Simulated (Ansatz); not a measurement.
# A geometry optimisation of C2H2N2Si with PBE0-D4/def2-SVP

The starting geometry of this gas-phase singlet was optimised with GFN2-xTB.

```xyz
7

C     0.2084   -0.6928    0.5832
C    -0.7313    1.0227    1.6398
N    -0.5811    0.4281    0.5005
N     0.5930   -1.1811    1.7115
Si   -0.3281   -0.3364    2.9168
H     0.4523   -1.1818   -0.3492
H    -1.4975    1.7837    1.6940
```

**Question.** Predict what it relaxes into with PBE0-D4/def2-SVP.

**Answer.** It keeps its bonds.

The energy falls by 0.24 eV over 13 steps:

```csv
step,E − E(last) (eV)
1,0.243
2,0.121
4,0.057
5,0.014
6,0.008
8,0.001
9,0.000
10,0.000
12,0.000
13,0.000
```

Final geometry (Å):

```yaml
atoms:
  - { symbol: C, position_ang: [0.2073, -0.7219, 0.5840] }
  - { symbol: C, position_ang: [-0.8866, 0.9246, 1.6123] }
  - { symbol: N, position_ang: [-0.5594, 0.5053, 0.4509] }
  - { symbol: N, position_ang: [0.4889, -1.2646, 1.7012] }
  - { symbol: Si, position_ang: [-0.1880, -0.3053, 3.0501] }
  - { symbol: H, position_ang: [0.5288, -1.1484, -0.3810] }
  - { symbol: H, position_ang: [-1.4753, 1.8527, 1.6791] }
```

Frequencies at the end are all real (lowest 126 cm⁻¹). Run with Ansatz 0.2.0, 17 s on 2 threads of Arm Neoverse V2, on a shared host.
